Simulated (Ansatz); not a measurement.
C$_{3}$H$_{7}$BO (`CB/C=C/O`). The species carries charge 0 and has multiplicity 1.

Cartesian coordinates in Å:
```
C -0.286 1.027 1.438
B 0.660 0.995 0.188
C 0.650 -0.067 -0.905
C -0.206 -1.098 -0.878
O -0.237 -2.047 -1.825
H 0.320 1.044 2.351
H -0.835 1.977 1.451
H -1.014 0.219 1.533
H 1.459 1.891 0.094
H 1.336 -0.030 -1.749
H -0.929 -1.217 -0.073
H -0.918 -2.695 -1.625
```

Task: Give the diagnostics of a CCSD(T)/def2-TZVPP run (frozen core, Ansatz 0.2.0). (Best estimate.)

Result: The calculation gave: T1 = 0.0125, largest single amplitude 0.029, largest double 0.060, (T) share of the correlation energy 4.0 %, 10 CCSD cycles. The RHF solution is stable towards an unrestricted one. T1 lies under the customary mark of 0.02 for closed shells.
